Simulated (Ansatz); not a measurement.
Reaction (ligand exchange at a Ge–Se bond): `C[Se][GeH2][F]` + `N=C[SiH3]` → `[F][GeH2]/[N]=C/[SiH3]` + `C[SeH]`

Computed with Ansatz on PBE0-D4/def2-TZVP structures; ΔE is electronic, products minus reactants. CBS: MP2 limit from def2 TZ/QZ plus the TZ coupled-cluster correction, frozen cores. Functionals use def2-TZVPP. B3LYP here is the variant with VWN-RPA as its local correlation; programs differ in this. For Ge, Se outer-core shells are correlated without core-valence functions, which leaves a few kJ/mol of doubt a bond. Scalar relativity is left out up to krypton. One conformer a species, not always the lowest.

| level | ΔE (kJ/mol) | difference from CCSD(T)/CBS |
| --- | --- | --- |
| PBE-D4 | 53.6 | 3.3 |
| PBE0-D4 | 54.4 | 4.1 |
| ωB97X-V | 47.9 | -2.4 |
| ωB97M-V | 50.0 | -0.3 |
| B2PLYP | 47.4 | -2.9 |
| PBE | 53.2 | 2.9 |
| r2SCAN | 51.4 | 1.1 |
| PBE0 | 54.1 | 3.8 |
| B3LYP | 48.6 | -1.7 |
| HF/def2-TZVPP | 45.9 | -4.4 |
| SCS-MP2/def2-TZVPP | 45.5 | -4.8 |
| CCSD(T)/def2-TZVPP | 46.7 | -3.6 |
| HF/def2-QZVPP | 45.2 | -5.1 |
| MP2/def2-QZVPP | 49.7 | -0.6 |
| SCS-MP2/def2-QZVPP | 47.0 | -3.3 |
| HF/CBS(def2) | 45.1 | -5.2 |
| CCSD(T)/CBS | 50.3 | 0 |

Largest T1 diagnostic among the species: 0.013.
